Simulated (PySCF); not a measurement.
GeH3O3, Ge2H4NO, ClGeH2O, GeH3O2 and others (calculated)

Computed with PySCF 2.14.0. Calculation on a computer-drawn molecule: the log of a Hartree-Fock and frozen-core CCSD(T) single point meant for a local Hartree-Fock minimum, with one planted fault or none, to be diagnosed. Offsets are logged minus clean, where the clean run is the same molecule without the fault. The reference is restricted for singlets and unrestricted otherwise, and also for a bond in bohr or an excited solution. Adding or removing an electron swaps singlet and doublet. The excited solution moves the top pair (singlet) or top alpha electron (doublet) to the lowest empty orbital. Highest occupied and lowest empty are orbital energies over both spins, largest force is the largest gradient component, triples share is (T) over the correlation energy, the T1 limit is 0.02 restricted and 0.045 unrestricted, electrons count all cores, a negative frequency is imaginary (commonest isotopes), and the dipole is about the centre of nuclear charge; on germanium a core potential holds 10 electrons, which the energies leave out, and 3d is frozen in MP2 and coupled-cluster steps.

Common to all runs: meant multiplicity 1; logged SCF converged yes; possible faults no fault, one electron removed, one electron added, multiplicity raised by two, geometry at a saddle point, SCF held on an excited solution, minimal basis STO-3G, one bond length entered in bohr, all coordinates scaled.

(1) GeH3O3

Logged structure:
```xyz
7
GeH3O3
O      0.2329    -3.1583    -0.8084
Ge     1.1491    -2.4265     0.3837
O      1.7271    -0.7724    -0.1019
O      0.2023    -2.1391     1.9090
H      2.4430    -3.0712     0.9267
H      1.2867    -0.5451    -0.9047
H     -0.7022    -2.3286     1.7186
```

| Item | Value |
| --- | --- |
| meant charge | -1 |
| meant basis | aug-cc-pVDZ |
| meant basis and core potential on germanium | aug-cc-pVDZ-PP ECP10MDF |
| logged electrons | 60 |
| logged basis functions | 128 |
| logged spin squared | 0 |
| logged highest occupied | -5.403 eV |
| logged lowest empty | 4.1491 eV |
| logged largest force | 8.175e-06 hartree/bohr |
| logged lowest frequency | 176.85 cm⁻¹ |
| logged T1 diagnostic | 0.019611 |
| logged D1 diagnostic | 0.05469 |
| logged triples share | 0.032605 |
| logged CC converged | yes |
| logged dipole magnitude | 1.9016 debye |
| logged SCF stable within its kind | yes |
| logged energy HF | -519.82373 hartree |
| logged energy CCSD(T) | -520.59474 hartree |
| planted fault | no fault |
| HF energy offset from clean run | 0 kcal/mol |
| CCSD(T) energy offset from clean run | 0 kcal/mol |

Drawn bonds:
```tsv
atom	other atom	order
1	2	1
2	3	1
2	4	1
2	5	1
3	6	1
4	7	1
```

(2) Ge2H4NO

Logged structure:
```xyz
8
Ge2H4NO
O      2.5115    -1.1942    -3.5193
Ge     2.3950    -0.3047    -2.0599
N      1.3209    -0.7265    -0.8366
Ge     0.3082    -1.0090     0.4810
H      1.9542    -1.9527    -3.6540
H      3.3550     0.8458    -2.0555
H     -1.0649    -0.3812     0.5233
H      0.7649    -1.9130     1.6015
```

| Property | Result |
| --- | --- |
| meant charge | 1 |
| meant basis | cc-pVDZ |
| meant basis and core potential on germanium | cc-pVDZ-PP ECP10MDF |
| logged electrons | 83 |
| logged basis functions | 94 |
| logged spin squared | 0.7667 |
| logged highest occupied | -5.3804 eV |
| logged lowest empty | 1.7939 eV |
| logged largest force | 0.082989 hartree/bohr |
| logged T1 diagnostic | 0.02013 |
| logged D1 diagnostic | 0.070789 |
| logged triples share | 0.031498 |
| logged CC converged | yes |
| logged dipole magnitude | 3.3717 debye |
| logged SCF stable within its kind | yes |
| logged energy HF | -718.29796 hartree |
| logged energy CCSD(T) | -718.87592 hartree |
| planted fault | one electron added |
| HF energy offset from clean run | -104.7 kcal/mol |
| CCSD(T) energy offset from clean run | -112.9 kcal/mol |

Drawn bonds:
```tsv
atom	other atom	order
1	2	1
2	3	1
3	4	2
1	5	1
2	6	1
4	7	1
4	8	1
```

(3) Ge2H4NO

Structure as in entry 2.

| Quantity | Value |
| --- | --- |
| meant charge | 1 |
| meant basis | cc-pVDZ |
| meant basis and core potential on germanium | cc-pVDZ-PP ECP10MDF |
| logged electrons | 82 |
| logged basis functions | 94 |
| logged spin squared | 0 |
| logged highest occupied | -9.0431 eV |
| logged lowest empty | -9.9068 eV |
| logged largest force | 0.10092 hartree/bohr |
| logged CC converged | no |
| logged dipole magnitude | 5.5351 debye |
| logged SCF stable within its kind | no |
| logged energy HF | -717.67072 hartree |
| planted fault | SCF held on an excited solution |
| HF energy offset from clean run | 288.9 kcal/mol |

Drawn bonds:
```tsv
atom	other atom	order
1	2	1
2	3	1
3	4	2
1	5	1
2	6	1
4	7	1
4	8	1
```

Notes: CCSD not converged.

(4) ClGeH2O

Logged structure:
```xyz
5
ClGeH2O
O     -1.3632    -1.8339     0.5325
Ge    -1.4935     0.0134     0.5983
Cl    -3.8914     0.1673     0.0794
H     -1.7294    -2.1918    -0.2588
H     -1.1280     0.2777    -0.9526
```

| Property | Result |
| --- | --- |
| meant charge | -1 |
| meant basis | aug-cc-pV(D+d)Z |
| meant basis and core potential on germanium | aug-cc-pVDZ-PP ECP10MDF |
| logged electrons | 60 |
| logged basis functions | 105 |
| logged spin squared | 0 |
| logged highest occupied | -3.6111 eV |
| logged lowest empty | 4.1286 eV |
| logged largest force | 4.421e-06 hartree/bohr |
| logged lowest frequency | 155.68 cm⁻¹ |
| logged T1 diagnostic | 0.014671 |
| logged D1 diagnostic | 0.040602 |
| logged triples share | 0.030921 |
| logged CC converged | yes |
| logged dipole magnitude | 1.8306 debye |
| logged SCF stable within its kind | yes |
| logged energy HF | -829.02372 hartree |
| logged energy CCSD(T) | -829.53303 hartree |
| planted fault | no fault |
| HF energy offset from clean run | 0 kcal/mol |
| CCSD(T) energy offset from clean run | 0 kcal/mol |

Drawn bonds:
```tsv
atom	other atom	order
1	2	1
2	3	1
1	4	1
2	5	1
```

(5) GeH3O2

Logged structure:
```xyz
6
GeH3O2
O      1.2956     0.0723     0.1933
Ge     1.7724     0.7090    -1.5193
O      1.5571     2.5628    -1.2326
H      1.8795     0.3847     0.8630
H      3.3923     0.7150    -1.2117
H      2.1426     2.8900    -0.5714
```

| Quantity | Value |
| --- | --- |
| meant charge | -1 |
| meant basis | aug-cc-pVDZ |
| meant basis and core potential on germanium | aug-cc-pVDZ-PP ECP10MDF |
| logged electrons | 51 |
| logged basis functions | 105 |
| logged spin squared | 0.7694 |
| logged highest occupied | -11.72 eV |
| logged lowest empty | -1.0281 eV |
| logged largest force | 0.08584 hartree/bohr |
| logged T1 diagnostic | 0.01907 |
| logged D1 diagnostic | 0.051371 |
| logged triples share | 0.03105 |
| logged CC converged | yes |
| logged dipole magnitude | 2.4252 debye |
| logged SCF stable within its kind | yes |
| logged energy HF | -444.85329 hartree |
| logged energy CCSD(T) | -445.38859 hartree |
| planted fault | one electron removed |
| HF energy offset from clean run | 42.6 kcal/mol |
| CCSD(T) energy offset from clean run | 61.15 kcal/mol |

Drawn bonds:
```tsv
atom	other atom	order
1	2	1
2	3	1
1	4	1
2	5	1
3	6	1
```

(6) AlClGeH3O

Logged structure:
```xyz
7
AlClGeH3O
O      0.2623     1.1810     1.2608
Ge    -1.1686     1.4540     0.4155
Al     0.1480     2.3934    -1.4084
Cl     1.3052     3.1164    -2.7859
H      0.2282     0.8014     2.0840
H     -2.0064     2.4932     0.9704
H     -1.8278     0.2563    -0.0544
```

| Item | Value |
| --- | --- |
| meant charge | 1 |
| meant basis | cc-pV(D+d)Z |
| meant basis and core potential on germanium | cc-pVDZ-PP ECP10MDF |
| logged electrons | 72 |
| logged basis functions | 98 |
| logged spin squared | 0 |
| logged highest occupied | -16.32 eV |
| logged lowest empty | -3.9126 eV |
| logged largest force | 0.052548 hartree/bohr |
| logged T1 diagnostic | 0.01307 |
| logged D1 diagnostic | 0.030134 |
| logged triples share | 0.023649 |
| logged CC converged | yes |
| logged dipole magnitude | 1.3799 debye |
| logged SCF stable within its kind | yes |
| logged energy HF | -1071.22871 hartree |
| logged energy CCSD(T) | -1071.73219 hartree |
| planted fault | all coordinates scaled, by -4.6 % |
| HF energy offset from clean run | 10.6 kcal/mol |
| CCSD(T) energy offset from clean run | 14.69 kcal/mol |

Drawn bonds:
```tsv
atom	other atom	order
1	2	1
2	3	1
3	4	1
1	5	1
2	6	1
2	7	1
```
